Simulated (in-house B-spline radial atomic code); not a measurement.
# The bromine ion Br⁺: [Ar] 3d10 4s2 4p4

Level of theory: Dirac-Kohn-Sham B97-1, spherical fractional occupations, Fermi nucleus of rms radius 4.1629 fm; calculated with a radial B-spline atomic code at the basis-set limit.

Screening seen three ways: the hydrogenic charge with the same mean radius, Z_r = [3n² - l(l+1)]/(2<r>), the one with the same energy, Z_e = n√(-2ε), and Slater's rules. Values are occupation-weighted means over j. An effective charge above Z reflects the relativistic contraction of the inner shells.

| shell | electrons | ε (eV) | <r> (bohr) | Z_r | Z_e | Slater |
| --- | --- | --- | --- | --- | --- | --- |
| 1s | 2 | -13377 | 0.04274 | 35.09 | 31.36 | 34.70 |
| 2s | 2 | -1764 | 0.1892 | 31.72 | 22.77 | 30.85 |
| 2p | 6 | -1556.4 | 0.1654 | 30.23 | 21.39 | 30.85 |
| 3s | 2 | -257.71 | 0.5507 | 24.52 | 13.06 | 23.75 |
| 3p | 6 | -191.69 | 0.5635 | 22.18 | 11.26 | 23.75 |
| 3d | 10 | -82.359 | 0.5885 | 17.84 | 7.38 | 13.85 |
| 4s | 2 | -32.168 | 1.638 | 14.65 | 6.15 | 7.95 |
| 4p | 4 | -17.922 | 1.97 | 11.68 | 4.59 | 7.95 |

The least bound orbital is 4p3/2 at -17.73 eV, and it is also the most diffuse (<r> = 1.982 bohr).

Spin-orbit splittings of the orbital energies (j = l + 1/2 above j = l - 1/2 when positive): 2p 47.58 eV, 3p 6.928 eV, 3d 1.106 eV, 4p 0.5753 eV.

For the 1s electron the small component carries 1.61 % of the norm, the zero-frequency Breit interaction raises the level by 21.57 eV, self-energy by 11.39 eV, and vacuum polarisation lowers it by 1.162 eV.

Caution: exact exchange at fractional occupations of open shells leaves self-interaction of up to several eV.
